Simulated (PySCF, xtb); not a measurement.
Si(Me)(vinyl)(OH)2 (C3H8O2Si), SMILES C[Si](O)(C=C)O.

GFN2-xTB run with xtb at its own geometry gives an orbital gap of 4.38 eV and a dipole moment of 1.63 D.

The structure is a stationary point at PBE0-D3(BJ)/def2-SVP. Other conformers were not sampled.

Question: What does PBE/def2-TZVP (PySCF) give? (An estimate is asked for; the answer gives what the named calculation found.)

Answer: gap 5.23 eV (levels -6.73 and -1.49 eV), dipole 1.76 D.
